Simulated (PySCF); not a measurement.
B(H)(Et)(vinyl) (C4H9B), SMILES C=CBCC.

Geometry: PBE0-D3(BJ)/def2-SVP. This is a generated structure with no PubChem entry under its InChIKey; it may be hypothetical. One conformer was computed; it need not be the lowest.

Computed with TDA-ωB97X/def2-SVPD (PySCF 2.14.0).

Vertical excitations. Gas-phase values at a fixed geometry.

### Question
Estimate the UV-visible absorptions. (An estimate is asked for; the answer gives what the named calculation found.)

### Answer

```
state  energy (eV)  λ (nm)      f                                                                  main pairs
-----  -----------  ------  -----  --------------------------------------------------------------------------
S1            5.58     222  0.005                                                            HOMO−1→LUMO 77 %
S2            5.70     217  0.038                                            HOMO−2→LUMO 63 %, HOMO→LUMO 29 %
S3            6.66     186  0.336                          HOMO→LUMO 51 %, HOMO−2→LUMO 27 %, HOMO−1→LUMO 15 %
S4            7.75     160  0.005                      HOMO−4→LUMO 40 %, HOMO−5→LUMO 26 %, HOMO−1→LUMO+4 11 %
S5            8.08     153  0.108                                                            HOMO→LUMO+1 75 %
S6            8.17     152  0.054                                                            HOMO−3→LUMO 87 %
S7            8.44     147  0.005  HOMO−5→LUMO 33 %, HOMO−1→LUMO+1 15 %, HOMO−2→LUMO+4 14 %, HOMO−8→LUMO 11 %
S8            8.55     145  0.030                                        HOMO−1→LUMO+1 48 %, HOMO−4→LUMO 18 %
S9            8.77     141  0.021                      HOMO−2→LUMO+1 35 %, HOMO−4→LUMO 21 %, HOMO−5→LUMO 12 %
S10           8.99     138  0.059                                                            HOMO→LUMO+4 67 %
T1            3.81     326      0                                                              HOMO→LUMO 82 %
T2            5.10     243      0                                          HOMO−1→LUMO 64 %, HOMO−2→LUMO 26 %
T3            5.37     231      0                                          HOMO−2→LUMO 59 %, HOMO−1→LUMO 20 %
T4            7.17     173      0                      HOMO−4→LUMO 42 %, HOMO−5→LUMO 25 %, HOMO−1→LUMO+4 13 %
```
Triplets are in the Tamm–Dancoff approximation.
